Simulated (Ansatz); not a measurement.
Two structures of BNH5F3, closed shell, reached by relaxing down either side of one saddle point (PBE0-D4/def2-TZVP). Energies are electronic, without zero-point energy. Computed with Ansatz 0.2.0 (basis: def2-TZVPP and def2-QZVPP); correlated methods freeze the cores. Extrapolation: Hartree–Fock as exp(−7.88 √X), correlation as X^−2.97. First:

```
10
angstrom
B -0.5253 -0.0484 -0.8029
H 0.1362 0.9740 -1.0172
F -0.0271 -1.1615 -1.4330
F -1.8685 0.1552 -0.9955
H 0.6090 -0.3619 1.0799
N -0.3728 -0.3815 0.8067
H 1.5382 0.9822 -0.3492
F 2.1469 0.8460 0.3544
H -0.7588 -1.3039 0.9911
H -0.8778 0.2996 1.3654
```

Second:

```
10
angstrom
B -0.9964 -0.4554 -0.4811
H 1.1657 1.2252 -1.9487
F -0.5947 -1.3241 -1.3909
F -1.7207 0.5804 -0.8635
H 0.9452 0.2611 1.0794
N -0.6321 -0.6165 0.8784
H 1.5266 1.2590 -1.2949
F 1.7616 0.6987 1.2441
H -0.3110 -1.5188 1.1934
H -1.1443 -0.1097 1.5836
```

(1) Which bonds change from the first to the second?

(2) Give the saddle point's structure and its height above each. (An estimate is asked for; the value comes from the calculation.)

No T1 diagnostic of these runs exceeds 0.013.

## Answers

(1) BHF₂ ([F][BH][F]) + NH₃ + HF → BNH₂F₂ ([NH2][B]([F])[F]) + HF + H₂; bonds formed: H2–H7, H5–F8; dative contacts that become bonds: B1–N6; bonds broken: B1–H2, H5–N6, H7–F8.

(2) By the calculation: 1.240 eV above the first and 1.319 eV above the second (CCSD(T) at an estimated basis limit (MP2 extrapolated from triple and quadruple zeta, plus CCSD(T) − MP2 in triple zeta)).
```
10
angstrom
B -0.5613 -0.1396 -0.6953
H 0.5786 0.6794 -1.2148
F -0.4299 -1.2219 -1.4798
F -1.5728 0.7078 -0.9459
H 0.7563 0.1769 0.9726
N -0.3092 -0.4022 0.7932
H 1.0740 0.7769 -0.5103
F 1.7191 0.8201 0.7061
H -0.2190 -1.3914 0.9955
H -1.0359 -0.0060 1.3784
```

Labels in which every atom is bracketed show which atoms are joined, not bond orders.

For scale, one of the runs: CCSD(T)/def2-TZVPP, 225 basis functions, launched by `ansatz run in.yaml --threads 4 --pin off --events-out ev --progress --plain --max-ram 9574MiB`. Time: 2.8 min of wall clock on 4 CPU threads of an Intel Xeon; the host was shared. Peak host memory: 4.2 GiB.
